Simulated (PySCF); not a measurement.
## GaF under electron impact: the energy ladder

r²SCAN in PySCF with def2-TZVPPD on every atom, for the lowest determinant that a PBE0 search found; no spin–orbit coupling.

```
species  state (unpaired electrons)  Re (Å)  ωe (cm⁻¹)  energy of the minimum from the neutral (eV)  De (eV)  dissociates to
    GaF      singlet (closed shell)   1.784        621                                         0.00     6.13          Ga + F
   GaF⁺               doublet (σ ↑)   1.703        729                                        10.33     1.92         Ga⁺ + F
```

Question: Work out the lowest energy to break GaF into atoms, from its vibrational ground state.

Answer: D0 = De − ωe/2 = 6.13 − 0.04 = 6.09 eV (r²SCAN/def2-TZVPPD).

Question: Work out the ionisation energy of the Ga atom at this level and the threshold of dissociative ionisation.

Answer: IE(Ga) = 10.33 + 1.92 − 6.13 = 6.12 eV, so Ga⁺ + F + e⁻ appears at D0 + IE(Ga) = 12.21 eV (r²SCAN/def2-TZVPPD). The measured IE(Ga) is 5.999 eV (NIST ASD).

These are thermodynamic thresholds; the onsets seen under electron impact lie higher where the geometry changes, and cross-sections peak well above them.

For an ion De counts to the pair picked by the measured ionisation energies or electron affinities, which need not be the lowest pair at this level. States were picked by a PBE0 search and need not be the measured ground states.
